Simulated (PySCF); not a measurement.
## Computed properties of Cd(NH2)(SMe) (CH₅CdNS), SMILES C[S][Cd][NH2]

CH₅CdNS, SMILES C[S][Cd][NH2]. Coordinates come from a PBE0-D3(BJ)/def2-SVP optimisation. The structure was generated by enumeration; whether it is a known compound was not checked. The def2 effective core potentials stand for the cores of Cd; spin–orbit coupling is left out. One conformer was computed; it need not be the lowest. All values are computed for the isolated molecule unless a solvent is named; none is compared with measurement here.

**Structure.** The optimised structure has Cs symmetry. All 21 harmonic modes at PBE0-D3(BJ)/def2-SVP (PySCF) are real, so it is a minimum. With heavy atoms numbered as in [Cd:1]([NH2:2])[S:5][CH3:6], the shortest bond between them is S5–C6 at 1.829 Å and the longest Cd1–S5 at 2.338 Å.

**Vibrations.** The strongest infrared lines (harmonic, unscaled, degenerate partners summed) lie at 476 cm⁻¹ (147 km/mol, H 64 %, N 31 %), 605 cm⁻¹ (42 km/mol, N 58 %, H 28 %, Cd 14 %), 3065 cm⁻¹ (28 km/mol, H 98 %). The softest mode is at 90 cm⁻¹ and the zero-point energy is 39.8 kcal/mol.

**Electronic structure.** ωB97X/def2-TZVP (PySCF) places the frontier levels at -8.86 and 1.01 eV, a gap of 9.87 eV, and gives a dipole moment of 0.96 D and a mean polarisability of 69.0 bohr³. PBE/def2-TZVP (PySCF) at the same geometry gives -5.35 and -1.67 eV, so its gap is 6.19 eV narrower. An orbital gap is neither the optical nor the fundamental gap.

**Excitations.** TDDFT-B3LYP/def2-SVPD (PySCF) has S1 at 4.14 eV (300 nm, f = 0.014, weak); the most intense of the 10 singlets computed lies at 6.13 eV (f = 0.27). T1 (TDA) is at 3.82 eV. TDDFT-PBE/def2-SVPD (PySCF) puts S1 at 3.82 eV. No vertical singlet excitation falls in the visible range (under 3.1 eV).
